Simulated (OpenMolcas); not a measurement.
# Ge3+: from CASSCF to CASPT2

```
Program             : OpenMolcas 26.06
Basis               : ANO-RCC-VQZP [7s6p4d2f1g]
Scalar Hamiltonian  : DKH2, point nucleus
Active space        : 1 electron in 4 orbitals (4s 4p)
State averaging     : 2S+1 = 2 even, 1 root; 2S+1 = 2 odd, 3 roots
Spin-orbit coupling : state interaction with AMFI integrals over the reference wave functions, term energies averaged over their components
```

Methods on the same reference wave functions:
A. CASSCF
B. SS-CASPT2, IPEA 0.25 Eh, imaginary shift 0.1 Eh (closed shells correlated: 3d)

Energies in eV above 4s 2S 1/2, the measured ground level; measured values from Sugar and Musgrove, J. Phys. Chem. Ref. Data 22, 1213 (1993).

| Level | A | B | Measured |
| --- | --- | --- | --- |
| 4s 2S 1/2 | 0.0000 | 0.0000 | 0.0000 |
| 4p 2P* 1/2 | 9.8392 | 10.117 | 10.0813 |
| 4p 2P* 3/2 | 10.1277 | 10.405 | 10.4274 |

Deviations, from unrounded energies. A percentage is the sum of absolute deviations over the sum of measured energies, with the sign that they share, or ± where signs differ.

```
           Against measurement  Levels     A     B
mean absolute deviation (cm-1)       2  2200   230
      other configurations (%)       2  -2.6  ±0.3
```

B lies closest to measurement on these levels. The largest miss of B in the table is 4p 2P* 1/2, by +280 cm-1. The ranking rests on the paired levels alone, and a cruder setting can come out closer through cancelling errors.

The lowest spin-free term lies below A's lowest term by 0.404 hartree in B.

With one active electron the reference holds no correlation, so core polarisation is missing (holds for A). With one active electron, CASPT2 adds the correlation within the correlated inactive shells and between them and that electron, and leaves the splitting within a term as the reference gives it (holds for B). Measured partners are found by configuration, term and J. A level has none where our copy of the source lacks it or the pairing is in doubt (some pairs that miss far off the trend of their configuration count as doubtful), and it then counts in no deviation. Levels of configurations outside the active space are missing.

* marks odd parity.
